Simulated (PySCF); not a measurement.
HS2, SMILES [S]S, doublet, PBE0/def2-SVP optimised geometry.

```
3

S      1.13    -0.67     0.00
S     -0.85    -0.67     0.00
H     -1.13     0.67     0.00
```

Density from unrestricted PBE0/def2-TZVP in PySCF at that geometry.

Minimum of the electron density along straight lines between bonded atoms, close to the bond critical point (lines longer than 1.1 times the sum of covalent radii, or with two minima, are not listed):

```csv
bond,length / Å,ρ at the minimum / e bohr⁻³,∇²ρ there / e bohr⁻⁵,position (fraction from the first atom)
S1–S2,1.980,(withheld),-0.18,0.48
S2–H3,1.365,(withheld),(withheld),0.66
```

Question: Fill in the missing entries.

Answer: 
- S1–S2, ρ at the minimum / e bohr⁻³: 0.168
- S2–H3, ρ at the minimum / e bohr⁻³: 0.213
- S2–H3, ∇²ρ there / e bohr⁻⁵: -0.61
